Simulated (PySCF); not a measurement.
# Unknown compound

The spectra below were simulated for a compound C₈H₈N₂.

1H NMR (300 MHz, computed): δ 8.14 (s, 1H), 7.83 (m, 1H), 7.79 (d, 1H), 7.67 (m, 1H), 7.30 (d, 1H), 2.37 (s, 3H).

13C{1H} NMR (computed): δ 154.7 (C), 142.5 (CH), 135.4 (CH), 132.5 (CH), 125.9 (CH), 124.1 (C), 114.8 (CH), 18.4 (CH3).

Rapidly exchanging positions averaged, no relativistic terms, isolated molecule, single conformer. HF/pcSseg-1 with gauge-including orbitals; geometry from PBE0-D3(BJ)/def2-SVP; PySCF 2.14.

Shifts are taken against calculated references (same method and geometry level): 1H, 13C against TMS.

**Question.** Deduce the structure.

**Answer.** 
Rings plus π bonds: 6 (2 rings in the answer). 8 carbon signals for 8 carbons: no two carbons are equivalent. Carbon types of the structure: 2 × C, 5 × CH, 1 × CH3, which accounts for all hydrogens. δC 154.7: ring-fusion aromatic carbon. δC 142.5, 132.5, 114.8: aromatic CH next to a ring nitrogen. δC 135.4, 125.9: aromatic CH. δC 124.1: substituted aromatic carbon. δC 18.4: methyl carbon on an aromatic ring; saturated and bonded to C and H only. δH 8.14, 7.83, 7.67: hydrogen on an aromatic CH next to a ring nitrogen. δH 2.37: hydrogen on a methyl carbon on an aromatic ring; benzylic-type position, deshielded by the ring.

The compound is `Cc1ccc2nccn2c1`.

The shifts were computed for this structure.

Shifts are as computed. Against solution values, carbons near 30 ppm lie about -0 ppm off and those near 130 ppm about +7 ppm. Of 1211 compounds with measured shifts, 218 miss one by over three times the rms of a fit or turn the order of signals round; such compounds aren't used in these exercises. No couplings were computed; multiplicities are counted from neighbouring protons, with m where these are inequivalent, close in shift, in a saturated or five-membered ring or joined by F or P, and br s for small geminal =CH2 splittings.
